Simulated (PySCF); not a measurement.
Electron correlation in Be (beryllium, neutral)

[He] 2s1 2p1, high-spin 3P determinant (an excited configuration). All numbers are calculated (PySCF 2.14, the non-relativistic Hamiltonian (point nucleus), in aug-cc-pCVDZ (5s4p2d, 27 functions)). Frozen: 1s2; 2 electrons correlated.

With two correlated electrons CCSD is exact within the correlated space (frozen core and kept virtual orbitals).

```json
{"level": "CCSD", "correlation energy (mhartree)": "-4.38"}
```

Diagnostics: T1 = 0.0037, D1 = 0.0054, largest double amplitude 0.036.

Task: Is a single reference adequate?

Result: Yes: T1 lies below 0.03 and no double amplitude reaches 0.07.
